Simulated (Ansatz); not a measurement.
```yaml
crystal:
  periodic: [false, false, false]
  atoms:
    - {symbol: C, position_ang: [-1.168789, 1.038945, 0.186066]}
    - {symbol: Si, position_ang: [-0.006047, -0.316129, 0.720887]}
    - {symbol: C, position_ang: [1.270444, -0.686708, -0.613964]}
    - {symbol: Br, position_ang: [0.380692, -1.265489, -2.248069]}
    - {symbol: H, position_ang: [-1.703076, 0.749770, -0.721088]}
    - {symbol: H, position_ang: [-1.904212, 1.244424, 0.967150]}
    - {symbol: H, position_ang: [-0.623057, 1.963451, -0.017115]}
    - {symbol: H, position_ang: [-0.740715, -1.572876, 1.019763]}
    - {symbol: H, position_ang: [0.750978, 0.093085, 1.939619]}
    - {symbol: H, position_ang: [1.863292, 0.187644, -0.881492]}
    - {symbol: H, position_ang: [1.945791, -1.493118, -0.331156]}
basis:
  gaussian: {orbitals: def2-TZVP}
total_charge: 1
magnetization: {spin_polarized: false, initial_magnetization: 1}
hamiltonian: {xc: {name: SVWN5}}
scf: {lower_state_search: off}
```

```sh
$ ansatz run in.yaml --threads 4 --pin off --events-out ev --progress --plain --max-ram 10444MiB
```

Output, abridged:

```
Functional definition: SVWN5
1296 factors; their error is unknown
mean field evaluation 1: about -79926.3598 eV, gradient 1.1e2 eV
mean field evaluation 2: about -79862.9699 eV, gradient 1.7e2 eV
mean field evaluation 4: about -79949.2537 eV, gradient 3.4e1 eV
mean field evaluation 8: about -79954.7162 eV, gradient 4.6e0 eV
mean field evaluation 16: about -79954.8138 eV, gradient 2.4e-1 eV
mean field -79954.78510222 eV, -2938.2841572068 hartree, gradient 2.5e-6 eV, S^2 0.750000; 0 other end points of the search recorded, 0 dependent functions left out
reference -79954.78514291 eV, -2938.2841587020 hartree; 34, 33 occupied and 155, 156 virtual orbitals, 1296 factors
Total energy: -79954.78514291 eV, -2938.2841587020 hartree
Checks for a lower state left out: stability, starts, cluster_reference, orbital_swaps, neighbouring_geometries, increment
```

Run time 0.95 s (4 threads of an Intel Xeon 6975P-C on a shared host); peak host memory 0.26 GiB.
